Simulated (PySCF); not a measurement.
# Spin-state energies of [Mn(H2O)6]2+

The complex [Mn(H2O)6]2+ (charge +2) contains Mn(II), shell d5. The structure is a PBE0-D3(BJ)/def2-SVP, IEF-PCM water geometry optimised for multiplicity 6; coordination octahedral, point group Th, metal–donor distances 2.16 Å.

```
19

Mn    0.0000    0.0000    0.0000
O     2.1618    0.0000    0.0000
H     2.7381    0.7753    0.0000
H     2.7381   -0.7753    0.0000
O    -2.1618    0.0000    0.0000
H    -2.7381    0.7753    0.0000
H    -2.7381   -0.7753    0.0000
O     0.0000    2.1618    0.0000
H     0.0000    2.7381    0.7753
H     0.0000    2.7381   -0.7753
O     0.0000   -2.1618    0.0000
H     0.0000   -2.7381    0.7753
H     0.0000   -2.7381   -0.7753
O     0.0000    0.0000    2.1618
H     0.7753    0.0000    2.7381
H    -0.7753    0.0000    2.7381
O     0.0000    0.0000   -2.1618
H     0.7753    0.0000   -2.7381
H    -0.7753    0.0000   -2.7381
```

Method (PySCF 2.14, density fitting): CASSCF(5,5) with orbitals averaged over all microstates of the shell, strongly contracted NEVPT2 on the averaged canonical orbitals; basis x2c-TZVPall on the metal, x2c-SVPall elsewhere; spin-free X2C; IEF-PCM water; spin-orbit coupling by state interaction with the mean-field operator over all roots.

The unrestricted Kohn–Sham energies use the same basis, Hamiltonian, solvent and geometry. All energies are vertical, in cm⁻¹ above the lowest state with 2S+1 = 6; a negative value means that the lower spin is more stable. A dash marks a spin without a sound unrestricted solution.

```
method  2S+1 = 4  2S+1 = 2
  BP86     13387         –
 B3LYP     14907         –
  PBE0     17645     25810
```

**Question.** What do CASSCF and NEVPT2 in the d shell give?

**Answer.** 
| method | 2S+1 = 4 | 2S+1 = 2 |
| --- | --- | --- |
| CASSCF | 25993 | 35900 |
| NEVPT2 | 21578 | 29502 |

**Question.** How does exact exchange act on the 2S+1 = 4 state?

**Answer.** From BP86 (0 % exact exchange) to PBE0 (25 %) it moves by +4258 cm⁻¹ against the high-spin state, so more exact exchange favours high spin, the usual trend.

The functionals differ in more than their exact exchange.

The active space of the d orbitals alone lacks metal–ligand bonding pairs, which usually tilts NEVPT2 towards high spin.
